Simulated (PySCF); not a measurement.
B(All)(F)(OH) (C3H6BFO), SMILES B(F)(O)CC=C. Geometry: ωB97X-D3(BJ)/def2-SVP. The values are those of a single conformer.

Problem. Give the equilibrium geometry at ωB97X-D3(BJ)/def2-SVP (PySCF confirms it by a frequency run) as Cartesian coordinates in Å. (Estimate from the structure and the level; the computed values follow.)

Solution. This is not unique; one that fits is 
```xyz
12

B      0.5190     0.5447     0.6629
C      0.3199    -0.9481     0.1547
C     -0.9709    -1.1214    -0.5956
C     -1.1266    -0.9458    -1.9123
H      0.3929    -1.6395     1.0093
H      1.1836    -1.1685    -0.4994
H     -1.8587    -1.3497     0.0095
H     -0.2733    -0.7239    -2.5648
H     -2.1062    -1.0431    -2.3902
F      1.3957     0.7986     1.6394
O     -0.1359     1.5989     0.1316
H     -0.7410     1.3138    -0.5673
```
Charge 0, spin multiplicity 1.
